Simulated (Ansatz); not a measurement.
`CBNC` and `CNBCN` differ in one atom or group.

Ansatz, PBE0-D4/def2-TZVP geometries, multiplicity 1. Each molecule was computed in one conformer, which needn't be the lowest.

| property | `CBNC` |
| --- | --- |
| HOMO energy (B3LYP/def2-TZVPP) / eV | -7.35 |
| HOMO energy (PBE0/def2-TZVPP) / eV | -7.57 |
| LUMO energy (PBE/def2-TZVPP) / eV | -0.17 |
| HOMO–LUMO gap (PBE/def2-TZVPP) / eV | 6.11 |
| LUMO energy (B3LYP/def2-TZVPP) / eV | 0.55 |
| LUMO energy (PBE0/def2-TZVPP) / eV | 0.79 |

(1) What does the change do to each property? (Best estimate.)

## Answers

(1) Computed: 
```
                           property  `CNBCN`  shift
HOMO energy (B3LYP/def2-TZVPP) / eV    -6.26   1.09
 HOMO energy (PBE0/def2-TZVPP) / eV    -6.49   1.08
  LUMO energy (PBE/def2-TZVPP) / eV    -0.50  -0.33
HOMO–LUMO gap (PBE/def2-TZVPP) / eV     4.49  -1.62
LUMO energy (B3LYP/def2-TZVPP) / eV     0.18  -0.37
 LUMO energy (PBE0/def2-TZVPP) / eV     0.44  -0.35
```

With PBE0 the HOMO rises by 1.08 eV and the LUMO falls by 0.35 eV, so the gap narrows by about 1.43 eV. PBE moves the HOMO by 1.29 eV and ωB97M-V by 1.01 eV.

B3LYP here is the variant with VWN-RPA as its local correlation; programs differ in this.
